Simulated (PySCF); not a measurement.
Si(Cl)(H)(OSiH3)2, SMILES [SiH3]O[SiH](Cl)O[SiH3] (H₇ClO₂Si₃) at its PBE0/def2-SVP optimised geometry (Å):

```
13

Si    -0.7683     1.0596     0.1693
Cl    -2.4858     0.0866    -0.4558
O     -0.9722     1.4986     1.7307
Si    -1.7994     1.2446     3.1559
O      0.4923     0.0331     0.0000
Si     0.9973    -1.5562     0.0000
H     -0.5438     2.2558    -0.6603
H     -1.6887    -0.1860     3.5664
H     -3.2364     1.6031     2.9823
H     -1.1826     2.1138     4.1951
H      2.4858    -1.5562     0.0000
H      0.4898    -2.2510    -1.2176
H      0.4939    -2.2558     1.2188
```

Method: PBE0/def2-TZVP run with PySCF 2.14.0.

Map of the LUMO amplitude (bohr^(-3/2)) on the plane z = 0.6 Å; orbital energy -0.17 eV, overall sign arbitrary:

```
|+++++++++++++++++++++++++++|
|++++++****+++++++++++++++++|
|++++*********++++++++++++++|
|+++************++++++++++++|
|++***************++++++++++|
|+******************++++++++|
|+***********####****+++++++|
|***********#%%%##*****+++++|
|**********#%@@%%##*****++++|
|*********###@@@%###*****+++|
|********###*@@%#####****+++|
|********#%@@@%#***###****++|
|****+++*#%@@%*==+*####****+|
|+**+++++#%@@#=.:=*#####***+|
|++++++++*%%%#+:-+#%%%##***+|
|++++++++*#%%#*+*#%%%%##***+|
|+++++++**#%%%%%%%@%%##****+|
|+++++++**##%@@@@%##******++|
|+++++++**##%%%%#+===+++++++|
|+++++++***####*=:..:-==++++|
|++++++++*****+=:   .:-==+++|
|+++++++++**++=-.   .:-==+++|
|+++++++++++++=-:...::-==+++|
|++++++++++++==-:::::--==+++|
|++++++++++++==---:---===+++|
|++++++++++++====----===++++|
|+++++++++++++=========+++++|
```
Scale: ten equal steps from -0.070 (start of ' ') to 0.052 (end of '@'), in the order ' .:-=+*#%@'; x runs from -4.50 to 4.50, y from -4.50 (bottom) to 4.50 (top).
